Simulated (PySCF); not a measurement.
SMILES CC(C)(CCS)C at its GFN2-xTB optimised geometry (Å):

```
21

C     -0.6547    -2.0229     1.2117
C     -0.1408    -1.2424     0.0000
C     -0.6381    -1.9272    -1.2776
C      1.3895    -1.2424     0.0000
C     -0.6909     0.1970     0.0000
C     -0.2681     1.0496     1.1849
S     -1.0883     2.6845     1.1575
H     -1.7402    -1.9788     1.2645
H     -0.3589    -3.0669     1.1355
H     -0.2465    -1.6268     2.1380
H     -0.2810    -2.9535    -1.3224
H     -0.2790    -1.4028    -2.1605
H     -1.7253    -1.9425    -1.3069
H      1.7620    -2.2580    -0.1138
H      1.7826    -0.8441     0.9319
H      1.7745    -0.6448    -0.8235
H     -0.3656     0.6923    -0.9197
H     -1.7826     0.1532    -0.0198
H     -0.5823     0.6107     2.1301
H      0.8066     1.2240     1.2068
H     -0.6050     3.0669    -0.0231
```

Calculation: PBE/def2-SVP run with PySCF. Cells within 0.4 Å of a nucleus heavier than hydrogen are left out (blank, or x).

Map of the electrostatic potential (hartree/e), clipped to [-0.08, 0.12] on the plane z = 0.0 Å:

```
|222222222222222222222222222|
|222111122222222222222222222|
|211111122222222222222222222|
|211111112334432222222222222|
|111111112468853222222222222|
|111111112599994322222222222|
|111110002699995322222222222|
|111110001599984333222222222|
|111110000379864333222222222|
|211111000256764333322222222|
|221111111369975433322222222|
|222111236999996433322222222|
|22222236999xx98433322222222|
|22222237999xx98554322222222|
|222222349999999999732222222|
|222222234489999999952222222|
|222222233489xx99xx962222222|
|222222233479999999952222222|
|222222233359999999962222222|
|222222223346654599953222222|
|222222222233443359743222222|
|222222222223333333332222222|
|222222222222333333322222222|
|222222222222232222222222222|
|222222222222222222222222222|
|222222222222222222222222222|
|222222222222222222222222222|
```
Scale: ten equal steps from -0.037 (start of '0') to 0.120 (end of '9'), in the order '0123456789'; x runs from -5.50 to 5.50, y from -5.50 (bottom) to 5.50 (top).
